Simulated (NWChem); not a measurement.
**Correlation energy of HSi**

```xyz
2

Si     0.0000     0.0000     0.1027
H      0.0000     0.0000    -1.4375
```
Charge 0, spin multiplicity 2.

The numbers come from NWChem runs, not from measurements. Structure: optimised with UPBE0/def2-SVP, a minimum by its harmonic frequencies.

Basis set: cc-pVTZ. Each correlation energy counts from its own Hartree-Fock reference.

```json
[
 {"method": "URI-MP2", "correlation energy (mHa)": "-80.6"},
 {"method": "UMP2", "correlation energy (mHa)": "-80.6"},
 {"method": "SCS-UMP2", "correlation energy (mHa)": "-88.4"},
 {"method": "CCSD on ROHF", "correlation energy (mHa)": "-109.4"},
 {"method": "CCSD[T] on ROHF", "correlation energy (mHa)": "-112.7"},
 {"method": "CCSD(T) on ROHF", "correlation energy (mHa)": "-112.7"},
 {"method": "CCSD on UHF", "correlation energy (mHa)": "-104.7"},
 {"method": "CCSD[T] on UHF", "correlation energy (mHa)": "-107.8"},
 {"method": "CCSD(T) on UHF", "correlation energy (mHa)": "-107.7"},
 {"method": "CCSDT on ROHF", "correlation energy (mHa)": "-113.4"}
]
```

The values span 32.8 mHa, from CCSDT on ROHF (lowest) to URI-MP2 (highest). 

The correlated methods keep 5 core orbitals frozen. This spin state was chosen for the runs; another may lie lower. The structure started from a generated list of species. The unpaired electrons of the parent sit in orbitals of symmetry b2 (C2v labels of the run); other states weren't searched. The stability of the SCF solutions was not checked. Open-shell Hartree-Fock references start from PBE0 orbitals. No row is a measurement; the coupled-cluster row has its own basis-set and correlation limits.
